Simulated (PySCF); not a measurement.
## GaTe: frontier orbitals

B97-3 at R = 2.412 Å; Ga def2-SVP, Te def2-SVP with ECP28; scalar-relativistic core potentials (PySCF 2.14). State: ²Σ⁺ (doublet), unpaired electrons σ ↑. Only the outer orbitals are listed, counted within each symmetry, core potentials removing the inner ones.

```json
{"spin": "α", "orbital": "10σ", "occ.": "1", "ε (eV)": "-16.93", "on Ga (%)": "13", "main shells (%)": "86 Te s, 8 Ga s"}
{"spin": "α", "orbital": "11σ", "occ.": "1", "ε (eV)": "-10.91", "on Ga (%)": "67", "main shells (%)": "67 Ga s, 23 Te p, 9 Te s"}
{"spin": "α", "orbital": "12σ", "occ.": "1", "ε (eV)": "-6.99", "on Ga (%)": "53", "main shells (%)": "46 Te p, 34 Ga p, 19 Ga s"}
{"spin": "α", "orbital": "6π", "occ.": "1", "ε (eV)": "-6.49", "on Ga (%)": "16", "main shells (%)": "84 Te p, 14 Ga p"}
{"spin": "α", "orbital": "6π", "occ.": "1", "ε (eV)": "-6.49", "on Ga (%)": "16", "main shells (%)": "84 Te p, 14 Ga p"}
{"spin": "α", "orbital": "7π", "occ.": "0", "ε (eV)": "-1.67", "on Ga (%)": "85", "main shells (%)": "84 Ga p, 14 Te p"}
{"spin": "α", "orbital": "7π", "occ.": "0", "ε (eV)": "-1.67", "on Ga (%)": "85", "main shells (%)": "84 Ga p, 14 Te p"}
{"spin": "α", "orbital": "13σ", "occ.": "0", "ε (eV)": "0.95", "on Ga (%)": "88", "main shells (%)": "78 Ga p, 19 Te p"}
{"spin": "β", "orbital": "10σ", "occ.": "1", "ε (eV)": "-16.36", "on Ga (%)": "15", "main shells (%)": "85 Te s, 10 Ga s"}
{"spin": "β", "orbital": "11σ", "occ.": "1", "ε (eV)": "-10.06", "on Ga (%)": "67", "main shells (%)": "66 Ga s, 22 Te p, 11 Te s"}
{"spin": "β", "orbital": "6π", "occ.": "1", "ε (eV)": "-6.32", "on Ga (%)": "16", "main shells (%)": "83 Te p, 15 Ga p"}
{"spin": "β", "orbital": "6π", "occ.": "1", "ε (eV)": "-6.32", "on Ga (%)": "16", "main shells (%)": "83 Te p, 15 Ga p"}
{"spin": "β", "orbital": "12σ", "occ.": "0", "ε (eV)": "-4.37", "on Ga (%)": "56", "main shells (%)": "44 Te p, 34 Ga p, 21 Ga s"}
{"spin": "β", "orbital": "7π", "occ.": "0", "ε (eV)": "-1.48", "on Ga (%)": "84", "main shells (%)": "84 Ga p, 15 Te p"}
{"spin": "β", "orbital": "7π", "occ.": "0", "ε (eV)": "-1.48", "on Ga (%)": "84", "main shells (%)": "84 Ga p, 15 Te p"}
```

Which are the highest filled and the lowest empty level, where do they sit, and how wide is the gap?

Highest filled β 6π at -6.32 eV (in %: 83 Te p, 15 Ga p); lowest empty β 12σ at -4.37 eV (in %: 44 Te p, 34 Ga p, 21 Ga s); the gap at B97-3 is 1.95 eV.

```
bond order (Mayer)                               : 1.89
⟨S²⟩                                             : 0.756
charge on Ga (Mulliken, basis-dependent)         : 0.23
charge on Ga (Löwdin, basis-dependent)           : 0.04
dipole moment (positive dipole means Ga(−)Te(+)) : -2.61 D
```

Spin–orbit coupling is left out. The state is the lowest determinant that a PBE0 search found; another state may lie lower at other levels.
